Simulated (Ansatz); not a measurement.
```yaml
atoms:
  - { symbol: C, position_ang: [0.0000, 0.0000, -1.2058] }
  - { symbol: S, position_ang: [0.0000, 0.0000, 0.4522] }
```

Basis set: def2-TZVP (spherical functions). Left uncorrelated: 6 orbitals. Charge 0, multiplicity 1.

Computed with Ansatz (development build ahead of 0.2.0); each method stands on the lowest determinant of its kind that the runs found. Restricted open shells among the atoms or ions are ROHF, correlated in semicanonical orbitals with singles.

The atomization energy at this shape (free ground-state atoms in the same class of orbitals less the molecule, no zero-point energy) of singlet CS:

```
method  atomization energy
   RHF             3.97 eV
```

Problem. What does RHF-MP2 give?

Solution. 7.12 eV. Caution: the shape is not the minimum.
